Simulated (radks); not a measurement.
Values are calculated unless marked as measured or tabulated.
The nuclear charge of the rhenium ion Re+ is varied continuously with 74 electrons held in [Xe] 4f14 5d5 6s1. Level of theory: scalar-relativistic Kohn-Sham, PBE, spin-unpolarised, spherical densities, finite nucleus; Fermi nuclear charge, rms radius 5.3698 fm (a radial shooting solver on a logarithmic mesh with Libxc functionals). By the Hellmann-Feynman theorem dE/dZ = E(electron-nucleus)/Z, the electronic potential at the nucleus (averaged over a nucleus of fixed radius). The scalar-relativistic energy here is not variational (the density holds large components alone), so the two differ by a part that grows with Z.

Z     E (hartree)  E(electron-nucleus)/Z (hartree)  HOMO  e(HOMO) (eV)  <r> HOMO (bohr)
74.5  -16413.0831                         -544.867    5d        -7.740            1.993
74.6  -16468.0566                         -545.987    5d        -8.723            1.961
74.7  -16523.1444                         -547.107    5d        -9.736            1.931
74.8  -16578.3463                         -548.227    5d       -10.778            1.903
74.9  -16633.6625                         -549.348    6s       -11.835            2.901
75    -16689.0931                         -550.469    6s       -12.679            2.866
75.1  -16744.6379                         -551.590    6s       -13.542            2.832
75.2  -16800.2971                         -552.712    6s       -14.421            2.799
75.3  -16856.0708                         -553.833    6s       -15.318            2.768
75.4  -16911.9589                         -554.956    6s       -16.232            2.737
75.5  -16967.9616                         -556.078    6s       -17.162            2.708
75.6  -17024.0788                         -557.202    6s       -18.108            2.679
75.7  -17080.3107                         -558.325    6s       -19.070            2.651
75.8  -17136.6572                         -559.450    6s       -20.047            2.624
75.9  -17193.1185                         -560.574    6s       -21.040            2.598
76    -17249.6947                         -561.700    6s       -22.047            2.572

The central difference of E at Z = 75 is -554.877 hartree, to compare with the third column; the second derivative is -11.4 hartree.
